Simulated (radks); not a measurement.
Results of a calculation; reference values are marked as such.
Task: Ionisation of Rh2+, [Kr] 4d7, to Rh3+, [Kr] 4d6, under several functionals. Scalar-relativistic Kohn-Sham, spin-polarised, spherical densities, point nucleus; open shells are filled with parallel spins first (spin-orbit coupling, left out, can overturn this in heavy ions); a radial shooting solver on a logarithmic mesh with Libxc functionals. The NIST Atomic Spectra Database gives 31.060 eV (semi-empirical). Rank these functionals by the error of their Delta-SCF ionisation energy: OLYP; exchange-only PBE; AM05; RPBE; LDA (Slater exchange, Perdew-Zunger correlation).

Result: From best to worst: AM05 30.966 eV (-0.094); OLYP 30.900 eV (-0.160); RPBE 30.823 eV (-0.237); LDA (Slater exchange, Perdew-Zunger correlation) 31.370 eV (+0.310); exchange-only PBE 29.597 eV (-1.463). Open shells are spherical and high-spin; term and fine-structure splittings are not resolved.
